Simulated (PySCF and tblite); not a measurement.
Results of a calculation; reference values are marked as such.
C₈H₇N, numbered as in [CH:1]#[C:2]/[C:3]([C:4]#[N:5])=[CH:6]\[CH:7]=[CH:8]\[CH3:9].

Level: PBE0-D3(BJ)/def2-SVP (IEF-PCM, methanol)//GFN2-xTB, thermal terms from GFN2-xTB, symmetry numbers and mirror pairs counted. Conformers within 2.5 kcal/mol (GFN2-xTB free energy) were kept, 3 at most. Codes: tblite and PySCF.

An NOE distance is ⟨r⁻⁶⟩^(−1/6) over all pairs of like atoms and, for the average, over conformers.

Torsions listed: C3–C6–C7–C8.

| conformer | shape | weight % |
| --- | --- | --- |
| 1 | 180° | 99.9 |
| 2 | 0° | 0.1 |

**Question.** Which H–H contacts under 3.5 Å would NOEs report (pairs on one atom left out) at 298.15 K?

**Answer.** 
```tsv
pair	in 1 (Å)	in 2 (Å)	average (Å)
H6 ··· H8	2.44	3.81	2.44
H8 ··· H9	2.64	2.64	2.64
H7 ··· H9	2.82	2.77	2.82
H7 ··· H8	3.06	3.05	3.06
H6 ··· H7	3.09	2.35	3.09
```

Longer pairs under the limit may be missing.
